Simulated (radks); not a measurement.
The numbers below are computed, except where a source is named.
The lutetium ion Lu+, [Xe] 4f14 6s2. Code: a radial shooting solver on a logarithmic mesh with Libxc functionals. Model: non-relativistic Kohn-Sham, exchange-only LDA, spin-polarised, spherical densities, point nucleus. Every spin shell is full or empty, so the densities are truly spherical. Functionals are evaluated on that one density, not self-consistently. Rank these exchange functionals by their error against the exact value of the orbitals, and give that value: LDA, PBEsol, revPBE, PW91, OPTX, WC, B86b, G96, EV93, APBE, revTPSS, SCAN, r2SCAN, TASK.

Answer. Exact: -282.090 hartree. From best to worst, with 100 (|E| - |E exact|)/|E exact| (equal figures are ties): r2SCAN +0.01, revPBE -0.01, EV93 -0.23, B86b +0.25, SCAN +0.26, PW91 +0.29, WC -0.42, APBE +0.52, revTPSS -0.69, G96 +0.69, PBEsol -1.66, TASK -1.80, OPTX +1.98, LDA -3.80.
